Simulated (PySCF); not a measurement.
**Excitation energy of Cl⁺ by level of theory**

Cl⁺ [Ne] 3s2 3p4 (3P) → Cl⁺ [Ne] 3s2 3p3 3d1 (5D), as a difference of total energies. All numbers are calculated (PySCF 2.14, the non-relativistic Hamiltonian (point nucleus), in aug-cc-pwCVTZ (8s7p5d3f, 75 functions)). Correlated levels: valence: [Ne] frozen; valence and next inner shell: 1s2 frozen; nothing frozen. The calculations carry no spin-orbit coupling.

```tsv
method	excitation energy (eV)
UHF	12.915
LDA	13.493
PBE	13.341
PBE0	13.420
r2SCAN	13.448
BP86	13.487
wB97X	13.832
TPSSh	13.481
revPBE	13.330
MP2 (valence)	13.497
SCS-MP2 (valence)	13.688
MP2 (valence and next inner shell)	13.527
SCS-MP2 (valence and next inner shell)	13.710
MP2 (all electrons)	13.529
SCS-MP2 (all electrons)	13.711
```

Task: How much does correlation contribute at MP2 (all electrons)?

Result: 13.529 − (12.915) = 0.614 eV, measured against UHF.

Errors of the correlated levels include the incompleteness of this basis and the frozen core.

The promoted electron is Rydberg-like, and one or two diffuse shells describe it only roughly, which tends to raise the upper state.

For comparison: 13.633 eV (measured; NIST levels, between the centres of gravity of the two terms).
